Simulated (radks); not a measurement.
Results of a calculation; reference values are marked as such.
All-electron atom: Cr2+ in [Ar] 3d4.

Code: a radial shooting solver on a logarithmic mesh with Libxc functionals. Model: scalar-relativistic Kohn-Sham, PBE, spin-unpolarised, spherical densities, finite nucleus; Fermi nuclear charge, rms radius 3.6452 fm.

Energy parts (eV):
| part | energy |
|---|---|
| total | -28563.294 |
| kinetic | 28853.546 |
| electron-nucleus | -67704.182 |
| Hartree | 11595.930 |
| exchange-correlation | -1308.587 |

Orbitals (lengths in bohr, moments of r in powers of bohr):
[
 {"orbital": "1s", "occ.": "2", "eigenvalue (eV)": "-5902.258", "<r>": "0.06355"},
 {"orbital": "2s", "occ.": "2", "eigenvalue (eV)": "-688.6216", "<r>": "0.2931"},
 {"orbital": "2p", "occ.": "6", "eigenvalue (eV)": "-582.1585", "<r>": "0.2599"},
 {"orbital": "3s", "occ.": "2", "eigenvalue (eV)": "-95.1464", "<r>": "0.8976"},
 {"orbital": "3p", "occ.": "6", "eigenvalue (eV)": "-66.4603", "<r>": "0.9561"},
 {"orbital": "3d", "occ.": "4", "eigenvalue (eV)": "-22.8557", "<r>": "1.228"}
]

The highest occupied level is 3d at -22.856 eV. Summed over all electrons, <r^2> = 16.80 bohr^2, which gives a Langevin (diamagnetic) susceptibility term of -13.3 x 10^-6 cm^3/mol. For comparison, the ionisation energy in NIST's Atomic Spectra Database is 30.96 eV (measured). In exact Kohn-Sham theory the highest level is minus the ionisation energy, but local and semilocal functionals leave it too shallow, through self-interaction and a potential that decays too fast; potentials with the right tail come closer. The density falls to 0.001 e/bohr^3 at r = 3.14 bohr.

Beside tabulated values, note that spin-unpolarised runs miss the spin-polarisation part of the exchange energy of open shells.
